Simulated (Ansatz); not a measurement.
A made-up structure of NH3Te, closed shell:

| atom | x (Å) | y (Å) | z (Å) |
| --- | --- | --- | --- |
| N1 | -0.2296 | -0.6587 | -0.1242 |
| Te2 | 0.4197 | 1.1133 | 0.6185 |
| H3 | -1.1420 | -0.8761 | 0.2545 |
| H4 | 0.4132 | -1.3957 | 0.1345 |
| H5 | -0.1815 | -0.8547 | -1.1241 |

It is relaxed with PBE-D4/def2-SVP and then PBE0-D4/def2-TZVP (Ansatz 0.2.0). Atoms count as bonded within 1.22 times the sum of their covalent radii (H–H: 0.88 Å). The end point is not checked to be a true minimum.

Question: Does its bonding change? (Judge from chemistry; the calculation decides.)

Answer: By the calculation: No: no bond forms or breaks.

Where it ends: The first stage lowers the energy by 0.50 eV in 3 steps. It ends as NH₃Te ([NH3][Te]):
N1  (-0.216, -0.744, -0.127)
Te2  (0.460, 1.224, 0.608)
H3  (-1.151, -0.935, 0.215)
H4  (0.412, -1.468, 0.203)
H5  (-0.225, -0.748, -1.140)
(Å)

Labels in which every atom is bracketed show which atoms are joined, not bond orders.

For scale, one of the runs: PBE0-D4/def2-TZVP relaxation, 99 basis functions, launched by `ansatz run in.yaml --threads 2 --pin off --events-out ev --progress --plain --max-ram 4352MiB`. Hardware: 2 CPU threads of an Arm Neoverse V1, shared host. Wall time about 8 s.
